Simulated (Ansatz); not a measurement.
Cost and result for the atomization energy of `CC(C)N[SiH3]` (16 atoms, 15 bonds).

```
atom    x (Å)    y (Å)    z (Å)
  C1   1.2072  -0.8201   0.2025
  C2  -0.0988  -0.1938   0.6566
  C3  -1.1018  -1.2579   1.0650
  N4  -0.6595   0.6266  -0.4071
 Si5   0.2175   1.7148  -1.4092
  H6   1.9500  -0.0618  -0.0628
  H7   1.6349  -1.4293   1.0012
  H8   1.0430  -1.4549  -0.6722
  H9   0.1191   0.4237   1.5438
 H10  -0.7154  -1.8623   1.8890
 H11  -1.3203  -1.9165   0.2204
 H12  -2.0412  -0.8057   1.3960
 H13  -1.6221   0.8754  -0.2375
 H14   1.0814   1.0021  -2.3879
 H15   1.1101   2.6502  -0.6581
 H16  -0.8040   2.5096  -2.1397
```

Total charge 0; spin multiplicity 1. The geometry is a stationary point of PBE0-D4/def2-TZVP. It is one conformer, not always the lowest. Program: Ansatz. All runs use 4 threads of an Intel Xeon Platinum 8259CL on a shared host. Times are those of one run each, without the atoms' runs, and a repeat can differ threefold. Electronic energies, without spin–orbit coupling; frozen cores. CCSD(T)/CBS adds CCSD(T) − MP2 in def2-TZVPP to the MP2 limit, and its time is that of the two runs behind it. T1 = 0.010. HSE06 is the plane-wave form, built on full-range PBE exchange.

CCSD(T)/CBS is a level of theory with its own doubt, some kJ/mol a heavy atom from the limit and from the frozen cores, so smaller differences don't rank the functionals.

```csv
level,functions,wall time,atomization (kJ/mol),difference from CCSD(T)/CBS,per bond
BLYP-D4/def2-TZVPP,320,3.4 s,5817.6,-27.0,-1.8
PBE-D4/def2-TZVPP (with forces),320,4.1 s,5903.1,58.5,3.9
PBE0-D4/def2-TZVPP,320,4.4 s,5844.9,0.3,0.0
HSE06-D4/def2-TZVPP,320,4.7 s,5847.8,3.2,0.2
r2SCAN-D4/def2-TZVPP (with forces),320,6.5 s,5833.5,-11.1,-0.7
r2SCANh-D4/def2-TZVPP,320,6.5 s,5813.4,-31.2,-2.1
CCSD(T)/def2-SVP,129,8.5 s,5557.3,-287.3,-19.2
B97M-V/def2-TZVPP,320,11 s,5848.3,3.7,0.3
ωB97X-V/def2-TZVPP,320,11 s,5864.2,19.6,1.3
ωB97M-V/def2-TZVPP (with forces),320,15 s,5860.2,15.6,1.0
MP2/def2-QZVPP,628,41 s,5814.3,-30.3,-2.0
CCSD(T)/def2-TZVPP,320,10 min,5706.7,-137.9,-9.2
CCSD(T)/CBS(def2),–,11 min,5844.6,0.0,0.0
```

From r2SCAN to r2SCAN0 (25 % exact exchange), in def2-TZVPP and without D4, the atomization energy moves by −49.5 kJ/mol: exact exchange takes away binding that semilocal exchange gives to molecules. The D4 term adds +51.9 kJ/mol with B3LYP and +27.6 kJ/mol with PBE0; it sums over pairs of atoms, weighted by their polarisabilities, and B3LYP, whose exchange is more repulsive, gets the larger term. In def2-TZVPP, CCSD(T) changes the Hartree–Fock value by +1355.1 kJ/mol (the triples alone add +64.3 kJ/mol) and MP2 by +1381.0 kJ/mol; breaking electron pairs costs correlation energy, which Hartree–Fock lacks.

B3LYP here is the variant with VWN-RPA as its local correlation; programs differ in this.
